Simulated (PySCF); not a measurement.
Al(Me)2(F) (C₂H₆AlF), SMILES [CH3][Al]([CH3])[F].

The structure is a stationary point at PBE0-D3(BJ)/def2-SVP. The isomer is the one that the SMILES or the coordinates give; other isomers of the formula were not compared.

Level of theory: M06-2X/def2-TZVP in PySCF.

The molecule is in vacuum.

Computed frontier levels, gap, dipole moment and polarisability:
The highest occupied level is -9.14 eV, the lowest empty level comes out as 0.10 eV and the orbital gap comes out as 9.24 eV. The dipole moment is 2.00 D. The quadrupole, principal values (traceless, Buckingham form, about the centre of nuclear charge) is -6.28, -0.39, 6.68 D·Å and the mean static polarisability is 47.7 bohr³ (7.06 Å³). The polarisability, principal values is 40.8, 45.2, 57.0 bohr³.
